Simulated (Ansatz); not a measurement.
Calculated with Ansatz (gas phase, PBE0-D4/def2-TZVP geometries, no zero-point term in ΔE). CCSD(T)/CBS adds triple-zeta CCSD(T) − MP2 to the extrapolated MP2 energy (def2 sets, frozen cores). This one scheme is used for every species. DFT in def2-TZVPP. def2 core potentials past Kr. For In outer-core shells are correlated without core-valence functions, which leaves a few kJ/mol of doubt a bond. Each species was taken in one conformer, which may not be the lowest.

`[SH][In]([Cl])[Cl]` + NH₃ → `[NH2][In]([Cl])[Cl]` + H₂S  (ligand exchange at the In–S bond)

(1) Is it downhill or uphill in electronic energy at CCSD(T)/CBS, and by how much? (Best estimate.)

(2) What do these levels give: B97M-V, BHLYP-D4, ωB97M-V, PBE-QIDH, PBE, r2SCAN, BHLYP, LC-ωPBE, CCSD(T)/def2-SVP, HF/def2-QZVPP, HF/CBS(def2), CCSD/CBS(def2)? (Best estimate.)

Largest T1 diagnostic among the species: 0.013.

Results:

(1) The calculation gave: Uphill: ΔE = +77.1 kJ/mol.

(2) The calculation gave: B97M-V 84.5, BHLYP-D4 84.0, ωB97M-V 79.1, PBE-QIDH 82.4, PBE 80.7, r2SCAN 82.0, BHLYP 81.0, LC-ωPBE 74.6, CCSD(T)/def2-SVP 76.8, HF/def2-QZVPP 81.8, HF/CBS(def2) 81.7, CCSD/CBS(def2) 77.1 kJ/mol.

Leaving LDA and LC-ωPBE aside and taking each functional with its dispersion term where it has one, the values, not all of them listed here, spread over 9.2 kJ/mol, from CAM-B3LYP-D4 to HSE06-D4. In def2-TZVPP, CCSD(T) changes the Hartree–Fock value by −6.8 kJ/mol (the triples alone add +0.1 kJ/mol) and MP2 by −4.1 kJ/mol. From BLYP to BHLYP (50 % exact exchange), in def2-TZVPP and without D4, ΔE moves by +4.7 kJ/mol.
